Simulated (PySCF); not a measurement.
Correlation energy of Sn (tin, neutral)

[Kr] 4d10 5s2 5p1 5d1, one real determinant (an excited configuration). Calculation: PySCF 2.14, in x2c-TZVPPall with one added diffuse shell each of s, p, d, f type (9s7p5d3f, 76 functions); the spin-free X2C one-electron Hamiltonian (Gaussian nucleus). Frozen: [Ar] 3d10; 22 electrons correlated.

```
  level  correlation energy (mhartree)
   CCSD                        -365.99
    (T)                         -11.00
CCSD(T)                        -376.99
```

Diagnostics: T1 = 0.017, D1 = 0.0958, largest double amplitude 0.154.

Is a single reference adequate?

Not fully. The real determinant used has ⟨L²⟩ near 8 against 12 for a pure F term, so it mixes terms. The outer electron is Rydberg-like, and this basis confines it to a smaller radius and binds it less than a complete one would. A double-excitation amplitude exceeds 0.15, a sign of near-degeneracy.

The reference is one real determinant that mixes LS terms of this configuration.

This basis was not built for core-valence correlation, so the inner-shell part is incomplete.
